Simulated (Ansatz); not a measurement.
Reaction (ligand exchange at the Al–C bond): `C=[C]([AlH2])[SnH3]` + `O[SiH3]` → `[AlH2][O][SiH3]` + `C=[CH][SnH3]`

Isolated molecules relaxed with PBE0-D4/def2-TZVP in Ansatz; ΔE leaves out vibrations. CCSD(T)/CBS adds triple-zeta CCSD(T) − MP2 to the extrapolated MP2 energy (def2 sets, frozen cores). DFT in def2-TZVPP. B3LYP here is the variant with VWN-RPA as its local correlation; programs differ in this. def2 core potentials past Kr. For Sn outer-core shells are correlated without core-valence functions, which leaves a few kJ/mol of doubt a bond.

Is it downhill or uphill in electronic energy at CCSD(T)/CBS, and by how much? (Estimate.)

Ansatz gave: Downhill: ΔE = -148.8 kJ/mol.

What do these levels give: PBE-D4, B3LYP-D4, ωB97X-V, ωB97M-V, B2PLYP, r2SCAN, HF/def2-TZVPP, CCSD/def2-TZVPP, HF/def2-QZVPP, SCS-MP2/def2-QZVPP, HF/CBS(def2), CCSD/CBS(def2)? (An estimate is asked.)

Ansatz gave: PBE-D4 -137.2, B3LYP-D4 -152.9, ωB97X-V -151.1, ωB97M-V -149.8, B2PLYP -155.7, r2SCAN -150.8, HF/def2-TZVPP -170.0, CCSD/def2-TZVPP -154.4, HF/def2-QZVPP -171.5, SCS-MP2/def2-QZVPP -153.9, HF/CBS(def2) -171.7, CCSD/CBS(def2) -153.2 kJ/mol.

Largest T1 diagnostic among the species: 0.013.

From PBE to PBE0 (25 % exact exchange), in def2-TZVPP and without D4, ΔE moves by −4.5 kJ/mol. In def2-TZVPP, CCSD(T) changes the Hartree–Fock value by +20.0 kJ/mol (the triples alone add +4.4 kJ/mol) and MP2 by +20.9 kJ/mol. The D4 term adds +4.3 kJ/mol with B3LYP and +2.3 kJ/mol with PBE0; it sums over pairs of atoms, weighted by their polarisabilities, and B3LYP, whose exchange is more repulsive, gets the larger term.
